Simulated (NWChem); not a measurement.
System: SnH$_{3}$O$_{2}$Cl; SMILES [OH][SnH]([Cl])[OH]

```xyz
7

Sn    -0.0051     0.3094     0.2634
O     -1.5293     1.2326    -0.6305
O      1.7132     0.8945    -0.5781
Cl    -0.1035    -2.0252    -0.1662
H     -0.1238     0.6831     1.9307
H     -1.4539     1.1411    -1.6008
H      2.1237     0.1149    -1.0037
```
Atoms are numbered in this order, from 1.

Results from NWChem. Structure relaxed at the PBE-D3(BJ)/def2-SVP level. def2 effective core potentials on Sn; no spin-orbit coupling. Ions are spin-unrestricted doublets at the neutral geometry; other ion states weren't tried.

For level LDA (Slater exchange, VWN5)/def2-SVP:

```yaml
"−ε(HOMO) (eV)": 7.11
```

**Question.** How do the values read with level M06-2X/def2-SVP instead?

**Answer.** 
| Property | Value |
|---|---|
| −ε(HOMO) (eV) | 10.38 |
